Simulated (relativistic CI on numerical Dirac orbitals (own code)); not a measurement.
# What each ingredient does to the levels of Te45+

Base calculation: Dirac-Coulomb-Breit CI, orbitals from a KLI potential per configuration, a model potential for QED, unscaled Slater integrals.

CI space (outside the closed core 1s2): 2s2.2p3, 2s.2p4, 2p5, 2p4.3s, 2p4.3p, 2p4.3d, 2s2.2p2.3s, 2s2.2p2.3p, 2s2.2p2.3d, 2s.2p3.3s, 2s.2p3.3p, 2s.2p3.3d, 2s2.2p2.4s, 2s2.2p2.4p, 2s2.2p2.4d, 2s2.2p2.4f. Levels of other configurations are missing.

Variants: (1) P86 correlation estimate; (2) one mean potential for all configurations. Shifts of the energy above 2s2.2p3 2P°_3/2, in eV, for the lowest level and the first level of each name with at least 55 % of one term (blank where a level changes its place among those of its configuration and J or its character, or is not in the variant):

```
             Level     Base   Δ(1)   Δ(2)
   2s2.2p3 2P°_3/2     0.00   0.00   0.00
   2s2.2p3 2D°_5/2   290.08   0.00  +0.05
   2s2.2p3 2P°_1/2   319.43   0.00  +0.04
     2s.2p4 4P_5/2   477.50  +0.25  +0.15
     2s.2p4 2S_1/2   543.22  +0.25  +0.15
     2s.2p4 4P_3/2   767.95  +0.25  +0.15
     2s.2p4 2D_5/2   799.62  +0.25  +0.15
     2s.2p4 2P_1/2   834.26  +0.25  +0.15
       2p5 2P°_3/2  1076.13  +0.40  +0.36
       2p5 2P°_1/2  1366.52  +0.40  +0.31
 2s2.2p2.3s 4P_3/2  4495.11  +1.36  +0.94
 2s2.2p2.3s 2P_1/2  4502.18  +1.36  +1.05
 2s2.2p2.3s 2D_5/2  4511.88  +1.36  +0.87
 2s2.2p2.3s 2D_3/2  4516.10  +1.36  +0.93
2s2.2p2.3p 4D°_3/2  4562.83  +1.51  +0.83
2s2.2p2.3p 2F°_7/2  4658.87  +1.51  +0.82
 2s2.2p2.3d 4D_1/2  4716.20  +1.14  +0.85
 2s2.2p2.3d 2G_9/2  4749.93  +1.14  +0.84
 2s2.2p2.3d 2F_7/2  4768.70  +1.14  +0.93
 2s2.2p2.3d 2P_1/2  4773.63  +1.14  +0.91
 2s2.2p2.3s 4P_5/2  4802.09  +1.36  +1.29
```

At this charge energies of transitions that change n are usually good to better than 1 %, and those within a shell (Δn = 0) to a few per cent.

Ionisation energy from the two ground configurations alone: base 7713.45 eV; P86 correlation estimate 7715.35 eV. The NIST ASD value (theoretical) is 7714 eV.

LS names give the leading component of a level, which can be under half, so a name can repeat, a term be missing and a line seem to break the LS rules.
